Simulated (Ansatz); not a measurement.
Geometry optimisation, RKS PBE0-D4/def2-SVP in Ansatz 0.2.0.

Input:

```yaml
crystal:
  periodic: [false, false, false]
  atoms:
    - { symbol: W, position_ang: [-0.053887, 0.190009, -0.191338] }
    - { symbol: F, position_ang: [0.037222, 0.684246, 2.817729] }
    - { symbol: H, position_ang: [1.400443, -0.642141, -0.142456] }
    - { symbol: H, position_ang: [-0.664058, 1.674331, 0.394478] }
    - { symbol: F, position_ang: [-1.525427, -0.336071, -1.207267] }
    - { symbol: H, position_ang: [0.133978, -1.079891, 0.886481] }
    - { symbol: H, position_ang: [0.823852, 0.113147, -1.600279] }
    - { symbol: "N", position_ang: [1.465575, 1.493731, 0.277334] }
    - { symbol: H, position_ang: [2.417421, 1.201547, 0.068694] }
    - { symbol: Si, position_ang: [1.284286, 3.245981, 0.406755] }
    - { symbol: H, position_ang: [0.683912, 3.845551, -0.822772] }
    - { symbol: H, position_ang: [0.418056, 3.562827, 1.57834] }
    - { symbol: H, position_ang: [2.63615, 3.847199, 0.625475] }
    - { symbol: H, position_ang: [0.764477, 1.050635, 2.372226] }
basis:
  gaussian: { orbitals: def2-SVP }
hamiltonian:
  xc: pbe0
  dispersion: d4
relax:
  f_tol: 0.03
  max_steps: 50
```

Run as:

```bash
$ ansatz run input.yaml --threads 4 --pin off --max-ram 5120MiB --backend cpu --events-out ev --progress --plain --runs-dir out
```

Problem. Where does it end, and by what steps?

Solution. The run converged. After 39 steps the energy has fallen by 0.910 eV; H7 moved furthest, 1.81 Å. Joined: W1–F2 (3.05 → 2.43 Å).

```json
{"step": "0", "energy less start (eV)": "0.0000", "largest force component (eV/Å)": "0.603", "accepted": "yes"}
{"step": "2", "energy less start (eV)": "-0.0571", "largest force component (eV/Å)": "0.295", "accepted": "yes"}
{"step": "4", "energy less start (eV)": "-0.0744", "largest force component (eV/Å)": "0.112", "accepted": "yes"}
{"step": "6", "energy less start (eV)": "-0.0876", "largest force component (eV/Å)": "0.339", "accepted": "yes"}
{"step": "8", "energy less start (eV)": "-0.0994", "largest force component (eV/Å)": "0.262", "accepted": "yes"}
{"step": "10", "energy less start (eV)": "-0.1103", "largest force component (eV/Å)": "0.624", "accepted": "yes"}
{"step": "12", "energy less start (eV)": "-0.1640", "largest force component (eV/Å)": "0.931", "accepted": "yes"}
{"step": "14", "energy less start (eV)": "-0.3226", "largest force component (eV/Å)": "1.172", "accepted": "yes"}
{"step": "16", "energy less start (eV)": "-0.5478", "largest force component (eV/Å)": "0.292", "accepted": "yes"}
{"step": "18", "energy less start (eV)": "-0.6515", "largest force component (eV/Å)": "0.598", "accepted": "yes"}
{"step": "20", "energy less start (eV)": "-0.7027", "largest force component (eV/Å)": "0.526", "accepted": "yes"}
{"step": "22", "energy less start (eV)": "-0.7376", "largest force component (eV/Å)": "0.712", "accepted": "yes"}
{"step": "24", "energy less start (eV)": "-0.8056", "largest force component (eV/Å)": "0.470", "accepted": "yes"}
{"step": "26", "energy less start (eV)": "-0.8488", "largest force component (eV/Å)": "1.285", "accepted": "no"}
{"step": "28", "energy less start (eV)": "-0.8788", "largest force component (eV/Å)": "0.350", "accepted": "yes"}
{"step": "30", "energy less start (eV)": "-0.8905", "largest force component (eV/Å)": "0.051", "accepted": "yes"}
{"step": "32", "energy less start (eV)": "-0.8962", "largest force component (eV/Å)": "0.102", "accepted": "yes"}
{"step": "34", "energy less start (eV)": "-0.9013", "largest force component (eV/Å)": "0.167", "accepted": "yes"}
{"step": "36", "energy less start (eV)": "-0.9083", "largest force component (eV/Å)": "0.077", "accepted": "yes"}
{"step": "38", "energy less start (eV)": "-0.9094", "largest force component (eV/Å)": "0.044", "accepted": "yes"}
{"step": "39", "energy less start (eV)": "-0.9098", "largest force component (eV/Å)": "0.017", "accepted": "yes"}
```

```xyz
14
Properties=species:S:1:pos:R:3
W 0.143 0.207 -0.195
F 1.061 0.147 2.052
H 0.189 -1.404 0.279
H -0.611 1.283 0.854
F -0.511 0.299 -1.902
H -1.050 -0.396 0.821
H 1.650 -0.518 -0.116
N 1.499 1.715 0.221
H 2.431 1.593 -0.174
Si 0.986 3.386 0.451
H 0.026 3.841 -0.603
H 0.326 3.519 1.783
H 2.201 4.257 0.393
H 1.483 0.923 1.602
```

Whether the end is a true minimum wasn't checked by a vibrational analysis.

Run time: 2.4 min on 4 threads of Arm Neoverse V2, on a shared host, peak memory 0.4 GiB.
